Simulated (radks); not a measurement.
Results of a calculation; reference values are marked as such.
These are the eigenvalues of the occupied orbitals of an atom or ion with whole-number occupations (hartree). Code: a radial shooting solver on a logarithmic mesh with Libxc functionals. Model: scalar-relativistic Kohn-Sham, r2SCAN, spin-polarised, spherical densities, finite nucleus; meta-GGA in the generalised Kohn-Sham scheme; Fermi nuclear charge, rms radius of each element as measured or else 0.836 A^(1/3) + 0.57 fm.

| orbital | eigenvalue |
|---|---|
| 1s | -2.27568 |

Which element is it, and in what charge state? The configuration may be excited. Open shells, if any, are filled with parallel spins first.

Answer. Z = 3, lithium, charge +1: Li+ in [He]. The 1s level, -2.2757 hartree, gives Z - s = 2.1 by -(Z - s)^2/2, which with screening and relativity narrows Z to a few neighbours, and with so few levels the electron count can be read from the list.
